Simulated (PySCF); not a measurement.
Ligand exchange on a metal centre used in film growth or etching (Hf Cl-F). All species are isolated molecules in the gas phase.

The charge on the central atom (Mulliken) from two functionals at the same geometries (r2SCAN-D4/def2-SVP), both in PySCF: PBE-D3(BJ)/def2-TZVP and B3LYP-D3(BJ)/def2-TZVP. B3LYP has the VWN-RPA correlation part, as in Gaussian. 

```
species                                  B3LYP-D3(BJ)/def2-TZVP (e)
---------------------------------------  --------------------------
0 of 4 Cl replaced by F ([Hf(Cl)4])                            1.21
2 of 4 Cl replaced by F ([Hf(Cl)2(F)2])                        1.48
3 of 4 Cl replaced by F                                        1.60
4 of 4 Cl replaced by F                                        1.72
```

Problem. What does PBE-D3(BJ)/def2-TZVP give for each?

Solution. 
- 0 of 4 Cl replaced by F ([Hf(Cl)4]): 1.08
- 2 of 4 Cl replaced by F ([Hf(Cl)2(F)2]): 1.32
- 3 of 4 Cl replaced by F: 1.43
- 4 of 4 Cl replaced by F: 1.53
Over these rows, drawn at random from the members with no instability flagged (it was tested for open shells, ions and some series alone), PBE minus B3LYP-D3(BJ): mean -0.16 e, from -0.19 e to -0.13 e.
